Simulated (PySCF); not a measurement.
The multiplicity is imposed and other spin states were not computed.

B3LYP has the VWN-RPA correlation part, as in Gaussian. 

# [Cu(CNH)(CH3)] (charge 0, multiplicity 1)

These are B3LYP-D3(BJ)/def2-TZVP // TPSS-D3(BJ)/def2-SVP run with PySCF values and carry that method's errors.

The HOMO is -5.79 eV. The dipole moment comes out as 6.66 D and the HOMO–LUMO gap is 4.32 eV. The LUMO is -1.48 eV, the charge on the central atom (Mulliken) is -0.06 e and the charge on the central atom (meta-Löwdin) comes out as 0.47 e. The total energy comes out as -48272.49 eV and the cost is around 70 core-seconds (rough).

```xyz
8

Cu    -0.0676    -0.1496     0.0475
N     -1.2608    -2.7793     0.8816
C     -0.7924    -1.7467     0.5536
H     -1.6610    -3.6606     1.1610
C      0.6994     1.5397    -0.4868
H      1.8072     1.4982    -0.5161
H      0.4231     2.3564     0.2106
H      0.3588     1.8456    -1.4968
```
Charge 0, spin multiplicity 1.
